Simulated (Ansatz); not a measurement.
Geometry optimisation, RKS r2SCANh-D4/6-31G (Ansatz 0.2.0).

The input (input.yaml):

```yaml
crystal:
  periodic: [false, false, false]
  atoms:
    - { symbol: B, position_ang: [-1.858, -0.162, -0.4991] }
    - { symbol: C, position_ang: [-0.419, 0.1179, -0.1241] }
    - { symbol: C, position_ang: [0.5845, -0.7142, 0.2035] }
    - { symbol: C, position_ang: [1.4941, 0.4618, 0.3476] }
    - { symbol: O, position_ang: [0.3983, 1.2892, -0.0053] }
    - { symbol: H, position_ang: [-2.6032, 0.8176, -0.7676] }
    - { symbol: H, position_ang: [-2.3134, -1.2129, -0.5456] }
    - { symbol: H, position_ang: [0.7938, -1.7653, 0.325] }
    - { symbol: H, position_ang: [2.2476, 0.5015, -0.3541] }
    - { symbol: H, position_ang: [1.7584, 0.6153, 1.4228] }
basis:
  gaussian: { orbitals: "6-31G" }
hamiltonian:
  xc: r2scanh
  dispersion: d4
relax:
  f_tol: 0.02
  max_steps: 40
scf:
  lower_state_search: "off"
```

Launched with:

```bash
$ ansatz run input.yaml --threads 1 --pin off --max-ram 2048MiB --backend cpu --events-out ev --progress --plain --runs-dir out
```

Task: Where does it end, and by what steps?

Result: The forces met the threshold. Limits of this set-up: no polarisation functions. After 7 steps the energy has fallen by 0.492 eV; H10 moved furthest, 0.11 Å.

```json
{"step": "0", "energy less start (eV)": "0.0000", "largest force component (eV/Å)": "3.264", "accepted": "yes"}
{"step": "1", "energy less start (eV)": "-0.4064", "largest force component (eV/Å)": "1.068", "accepted": "yes"}
{"step": "2", "energy less start (eV)": "-0.4679", "largest force component (eV/Å)": "0.547", "accepted": "yes"}
{"step": "3", "energy less start (eV)": "-0.4655", "largest force component (eV/Å)": "0.745", "accepted": "no"}
{"step": "4", "energy less start (eV)": "-0.4829", "largest force component (eV/Å)": "0.317", "accepted": "yes"}
{"step": "5", "energy less start (eV)": "-0.4909", "largest force component (eV/Å)": "0.087", "accepted": "yes"}
{"step": "6", "energy less start (eV)": "-0.4920", "largest force component (eV/Å)": "0.046", "accepted": "yes"}
{"step": "7", "energy less start (eV)": "-0.4921", "largest force component (eV/Å)": "0.006", "accepted": "yes"}
```

```xyz
10
Properties=species:S:1:pos:R:3
B -1.894 -0.113 -0.515
C -0.432 0.031 -0.123
C 0.621 -0.767 0.220
C 1.501 0.443 0.380
O 0.301 1.283 -0.005
H -2.558 0.844 -0.762
H -2.360 -1.211 -0.568
H 0.766 -1.829 0.330
H 2.307 0.576 -0.344
H 1.831 0.692 1.390
```

Whether the end is a true minimum wasn't checked by a vibrational analysis.

Run time: 48 s on 1 thread of Intel(R) Xeon(R) Processor @ 2.50GHz (Skylake/Cascade Lake) (shared host), peak memory 0.14 GiB.
